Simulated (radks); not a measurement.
Exchange energies: the exact (Fock) value of the Kohn-Sham orbitals and density-functional approximations, in hartree. Species: Mg [Ne] 3s2; Yb69+ 1s1; Cr [Ar] 3d5 4s1; Tl3+ [Xe] 4f14 5d10. Method: non-relativistic Kohn-Sham, exchange-only PBE, spin-polarised, spherical densities, point nucleus; computed with a radial shooting solver on a logarithmic mesh with Libxc functionals. Every spin shell is full or empty, so the densities are truly spherical. Functionals are evaluated on that one density, not self-consistently.

functional        Mg     Yb69+        Cr      Tl3+
exact       -15.9362  -21.8686  -47.5764  -351.435
LDA          -14.580   -18.758   -44.526   -338.09
B88          -15.966   -21.678   -47.748   -351.61
PBE          -15.881   -21.411   -47.505   -350.18
PBEsol       -15.368   -20.484   -46.297   -345.11
revPBE       -15.960   -21.731   -47.640   -350.49
PW91         -15.946   -21.476   -47.713   -351.54
WC           -15.684   -20.985   -47.133   -349.21
G96          -15.968   -21.780   -47.830   -353.03
EV93         -16.246   -22.677   -47.973   -349.61
Tao-Mo       -15.969   -21.870   -47.528   -348.47
TASK         -15.472   -21.869   -46.335   -345.09
MVS          -15.921   -21.869   -47.634   -351.71
